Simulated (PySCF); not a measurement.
## Electron correlation in Ar²⁺ (argon, charge +2)

[Ne] 3s2 3p4, high-spin 3P determinant. Calculation: PySCF 2.14, in x2c-TZVPPall with one added diffuse shell each of s, p, d type (6s6p4d1f, 51 functions); the spin-free X2C one-electron Hamiltonian (Gaussian nucleus). Frozen: [Ne]; 6 electrons correlated.

```tsv
level	correlation energy (mhartree)
CCSD	-157.08
(T)	-4.13
CCSD(T)	-161.21
```

Diagnostics: T1 = 0.0079, D1 = 0.0256, largest double amplitude 0.044.

Cost of the coupled-cluster step: of the order of 1.7 core-seconds, for 6 correlated electrons.

Iterations:

```
CC2 = 0
CCSD nocc = (np.int64(4), np.int64(2)), nmo = (46, 46)
frozen orbitals [[0, 1, 2, 3, 4], [0, 1, 2, 3, 4]]
max_cycle = 100
direct = 0
conv_tol = 1e-08
conv_tol_normt = 1e-06
diis_space = 8
diis_start_cycle = 0
Init t2, MP2 energy = -0.131001931331588
Init E_corr(UCCSD) = -0.131001931338272
cycle = 1  E_corr(UCCSD) = -0.150718696555184  dE = -0.0197167652  norm(t1,t2) = 0.0398423
cycle = 2  E_corr(UCCSD) = -0.155115215755576  dE = -0.0043965192  norm(t1,t2) = 0.013001
cycle = 3  E_corr(UCCSD) = -0.15713236653073  dE = -0.00201715078  norm(t1,t2) = 0.0051364
cycle = 4  E_corr(UCCSD) = -0.157074401448033  dE = 5.79650827e-05  norm(t1,t2) = 0.000595207
cycle = 5  E_corr(UCCSD) = -0.157077633007869  dE = -3.23155984e-06  norm(t1,t2) = 7.41641e-05
cycle = 6  E_corr(UCCSD) = -0.157077411855395  dE = 2.21152474e-07  norm(t1,t2) = 1.21378e-05
cycle = 7  E_corr(UCCSD) = -0.157077606183996  dE = -1.94328601e-07  norm(t1,t2) = 1.81612e-06
cycle = 8  E_corr(UCCSD) = -0.15707759252723  dE = 1.36567665e-08  norm(t1,t2) = 4.67543e-07
cycle = 9  E_corr(UCCSD) = -0.157077582083184  dE = 1.0444046e-08  norm(t1,t2) = 1.02559e-07
cycle = 10  E_corr(UCCSD) = -0.157077584739783  dE = -2.65659897e-09  norm(t1,t2) = 2.09491e-08
UCCSD converged
E(UCCSD) = -527.2683471868203  E_corr = -0.1570775847397825
UCCSD(T) correction = -0.00412857581751554
```
